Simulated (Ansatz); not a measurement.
Frontier orbitals of `FC(Cl)(Cl)Br`.

Total charge 0; spin multiplicity 1. Correlated methods include outer-core shells of Br, which these sets cover unevenly. Scalar relativity is left out up to krypton. The geometry is a stationary point of PBE0-D4/def2-TZVP. Basis def2-TZVPP, Ansatz 0.2.0.

Orbital energies of one run (eV). Highest occupied ones, from the top: -11.09, -11.32, -11.93, -12.34, -12.61, -13.10, -14.52, -14.67, -17.90, -18.08, -18.26, -21.50, -25.68, -27.00. Empty: 0.63, 2.30, 2.80, 4.43, 5.25, 6.87.

Which functional gave them?
A. ωB97X-V
B. LDA (SPW92)
C. B97M-V
D. PBE

A. HOMO energies: ωB97X-V -11.09, PBE -7.30, B97M-V -7.77, LDA (SPW92) -7.46 eV.
